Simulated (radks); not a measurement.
Results of a calculation; reference values are marked as such.
Problem. Neutral bromine, 35 electrons, occupied as [Ar] 3d10 4s2 4p4.5 4d0.5 (fractional occupations, a model configuration). Level of theory: scalar-relativistic Kohn-Sham, PBE, spin-polarised, spherical densities, point nucleus; open shells are filled with parallel spins first (a radial shooting solver on a logarithmic mesh with Libxc functionals). Some entries of the table are withheld. Estimate them.

orbital,occ.,eigenvalue (eV),<r> (bohr),<r^2> (bohr^2)
1s up,1,-13322.28,0.04275,0.002461
1s down,1,-13322.19,0.04275,0.002461
2s up,1,-1737.197,0.1895,0.04236
2s down,1,-1737.147,0.1895,0.04236
2p up,3,-1532.678,0.1654,0.03350
2p down,3,-1532.590,0.1654,0.03350
3s up,1,-242.1840,0.5514,0.3498
3s down,1,-242.0650,0.5514,0.3497
3p up,3,-177.6075,0.5642,0.3729
3p down,3,-177.4738,0.5640,0.3726
3d up,5,(1),0.5908,0.4334
3d down,5,(2),0.5896,0.4310
4s up,1,-24.3839,1.655,3.132
4s down,1,-23.1180,1.655,3.140
4p up,3,-11.7844,2.019,4.752
4p down,1.5,-10.5441,2.044,4.899
4d up,0.5,-0.4770,12.98,195.4

Solution. 
(1) 3d up eigenvalue (eV): -70.8468
(2) 3d down eigenvalue (eV): -70.6742
